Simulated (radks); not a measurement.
The numbers below are computed, except where a source is named.
Problem. These are the eigenvalues of the occupied orbitals of an atom or ion with whole-number occupations (eV). Level of theory: non-relativistic Kohn-Sham, LDA (Slater exchange, Perdew-Wang correlation), spin-polarised, spherical densities, point nucleus (a radial shooting solver on a logarithmic mesh with Libxc functionals).

orbital  eigenvalue
1s        -13677.91
2s        -3173.840

Which element is it, and in what charge state? The configuration may be excited. Open shells, if any, are filled with parallel spins first.

Solution. Z = 33, arsenic, charge +29: As29+ in [He] 2s2. The 1s level, -502.65 hartree, gives Z - s = 31.7 by -(Z - s)^2/2, which with screening narrows Z to a few neighbours, and with so few levels the electron count can be read from the list.
